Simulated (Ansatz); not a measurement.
Species: ZrBr$_{4}$, charge -1, multiplicity 2. The spin state was set by rule; other spins were not relaxed. 
Structure (B3LYP-D3(BJ)/def2-TZVP (Ansatz, an electronic-structure program) minimum search):
```
Zr
Br 1 2.5944
Br 1 2.5944 2 101.36
Br 1 2.5944 2 101.36 3 132.13
Br 1 2.5944 2 127.30 3 -113.94
```
Charge -1, spin multiplicity 2.

Basis-set convergence of Hartree-Fock and MP2 correlation energies (hartree) with Ansatz. Valence correlation only, unless marked. Open shells are spin-unrestricted. Spin-orbit coupling is left out. Frozen are the shells of the preceding noble gas and the d and f shells that filled before the atom's block. In def2 rows, elements after Kr have scalar-relativistic effective core potentials. This anion needs diffuse functions, which these sets lack.

```tsv
basis	functions	E(HF)	E(corr, MP2)
def2-SVP	159	-10335.33721	-0.55089
def2-TZVPP	248	___	___
```

Task: Some entries are withheld; supply them.

Result: 
- def2-TZVPP, E(HF): -10336.61275
- def2-TZVPP, E(corr, MP2): -0.73939
